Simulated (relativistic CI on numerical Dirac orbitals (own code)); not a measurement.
Spin-allowed bands of a d3 ion in a tetrahedral site, by hand

Problem. Take Δ = 5340 cm⁻¹ and B = 490 cm⁻¹ for a d3 ion in a tetrahedral site. Calculate the three spin-allowed bands.

Working.
1. The terms of highest spin are 4F (energy 0) and 4P (15B = 7350 cm⁻¹). Here the F term splits into A2 at +1.2Δ = 6408, T2 at +0.2Δ = 1068 and T1 at −0.6Δ = -3204 cm⁻¹.
2. The two T1 states mix through the element 0.4Δ: H = [[-3204, 2136], [2136, 7350]], with roots ½(H₁₁ + H₂₂) ∓ ½√[(H₂₂ − H₁₁)² + 4H₁₂²] = ½(4146) ∓ ½(11386) = -3620 and 7766 cm⁻¹.
3. The ground term is 4T1 at -3620 cm⁻¹.
4. Bands: 4T2 4688 cm⁻¹ (2133 nm), 4A2 10028 cm⁻¹ (997 nm), 4T1(P) 11386 cm⁻¹ (878 nm).

Check. Exact diagonalisation of the whole d3 shell with these parameters gives 4T2 4688, 4A2 10028, 4T1 11386 cm⁻¹. The match is exact, since without spin-orbit coupling no other term has this spin. The ratio of the second band to the first, 2.139, depends on Δ/B = 10.9 alone, which is how a Tanabe-Sugano diagram is read.
